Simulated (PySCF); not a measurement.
Species: C₆H₅FO.
Bonds: O1–C2, C2–C3 (aromatic), C3–C4 (aromatic), C4–C5 (aromatic), C5–C6 (aromatic), C6–F7, C6–C8 (aromatic), C2–C8 (aromatic). Hydrogens: H9 on O1; H10 on C3; H11 on C4; H12 on C5; H13 on C8.

NICS = −σ at a ghost point: NICS(0) at the centroid of the ring atoms, NICS(1) 1 Å to either side along the normal of their mean plane, zz for the tensor component along that normal. Level: GIAO PBE0/pcSseg-1 (PySCF, non-relativistic, gas phase) on the PBE0-D3(BJ)/def2-SVP geometry, one conformer.

Ring bond lengths (Å), with Mayer bond orders in brackets: C2–C3 1.400 (1.38), C3–C4 1.390 (1.46), C4–C5 1.396 (1.40), C5–C6 1.388 (1.44), C6–C8 1.390 (1.43), C8–C2 1.398 (1.33).

What do the NICS probes read (ppm)?

```json
{"ring": "C2–C3–C4–C5–C6–C8", "type": "6-membered carbocycle; formal bonds all aromatic", "NICS(0)": "-10.9", "NICS(1), two faces": "-10.8 / -10.8", "NICS(1)zz, two faces": "-25.6 / -25.6", "rms pucker (Å)": "0.00", "centre to ring atoms, mean (Å)": "1.39"}
```

What can be read from them?

- C2–C3–C4–C5–C6–C8: mean NICS(1)zz -25.6 ppm, shielded, aromatic by this magnetic criterion (flat ring, no four-coordinate atom).

What does the geometric index give? HOMA = 1 − mean of α(R − Ropt)² over the ring bonds, with Krygowski's 1993 parameters (CC: Ropt 1.388 Å, α 257.7 Å⁻²).

- C2–C3–C4–C5–C6–C8: HOMA 0.99 = 1 − EN − GEO, with mean bond length 1.394 Å, EN = α(Ropt − mean)² = 0.009 and GEO = α × variance = 0.005. The geometric and the magnetic index point the same way.

What field does 1 T along the ring normal induce along that normal at the first NICS(1) probe listed for ring C2–C3–C4–C5–C6–C8, 1 Å off the ring?

NICSzz × B0 = -25.6 ppm × 1 T = -26 μT, against the applied field.

How shielded are the nuclei of the rings and their hydrogens (means over atoms taken as equivalent)?

```json
{"atoms": "C2", "environment": "aromatic carbon bearing oxygen", "σ isotropic (ppm)": "20.9", "principal values of the symmetric part, first atom (ppm)": "-67.2, 10.2, 119.7"}
{"atoms": "C3", "environment": "aromatic CH carbon", "σ isotropic (ppm)": "69.6", "principal values of the symmetric part, first atom (ppm)": "-14.6, 56.7, 166.8"}
{"atoms": "C4", "environment": "aromatic CH carbon", "σ isotropic (ppm)": "47.5", "principal values of the symmetric part, first atom (ppm)": "-60.6, 28.6, 174.3"}
{"atoms": "C5", "environment": "aromatic CH carbon", "σ isotropic (ppm)": "73.2", "principal values of the symmetric part, first atom (ppm)": "-8.2, 60.8, 167.1"}
{"atoms": "C6", "environment": "aromatic C–F carbon", "σ isotropic (ppm)": "13.1", "principal values of the symmetric part, first atom (ppm)": "-75.8, 29.6, 85.5"}
{"atoms": "C8", "environment": "aromatic CH carbon", "σ isotropic (ppm)": "80.2", "principal values of the symmetric part, first atom (ppm)": "16.6, 75.6, 148.3"}
{"atoms": "H10", "environment": "aromatic hydrogen", "σ isotropic (ppm)": "24.49", "principal values of the symmetric part, first atom (ppm)": "21.0, 25.1, 27.3"}
{"atoms": "H11", "environment": "aromatic hydrogen", "σ isotropic (ppm)": "23.95", "principal values of the symmetric part, first atom (ppm)": "20.8, 24.7, 26.3"}
{"atoms": "H12", "environment": "aromatic hydrogen", "σ isotropic (ppm)": "24.62", "principal values of the symmetric part, first atom (ppm)": "21.3, 25.4, 27.1"}
{"atoms": "H13", "environment": "aromatic hydrogen", "σ isotropic (ppm)": "25.05", "principal values of the symmetric part, first atom (ppm)": "21.4, 25.4, 28.4"}
```

How do the values depend on the level or the medium?

```
                               level  NICS(0), C2–C3–C4–C5–C6–C8  mean NICS(1)zz, C2–C3–C4–C5–C6–C8
                  PBE0/pcSseg-1, gas                       -10.9                              -25.6
                  WP04/pcSseg-2, gas                       -11.2                              -24.9
   PBE0/pcSseg-1, IEF-PCM chloroform                       -10.8                              -25.6
  PBE0/pcSseg-1, IEF-PCM cyclohexane                       -10.8                              -25.6
   WP04/pcSseg-1, IEF-PCM chloroform                       -11.0                              -25.1
wB97X-D/pcSseg-1, IEF-PCM chloroform                       -10.8                              -25.9
```

The geometry is the same throughout; the continuum's cavity takes Bondi-type radii × 1.2.

On one thread of an Arm Neoverse V1, on a shared host, this took 20 s of wall time. This is the whole shielding run at PBE0/pcSseg-1, SCF included.

The values belong to the conformer `[OH:1][c:2]1[cH:3][cH:4][cH:5][c:6]([F:7])[cH:8]1`: H–O1–C2–C3 180°.
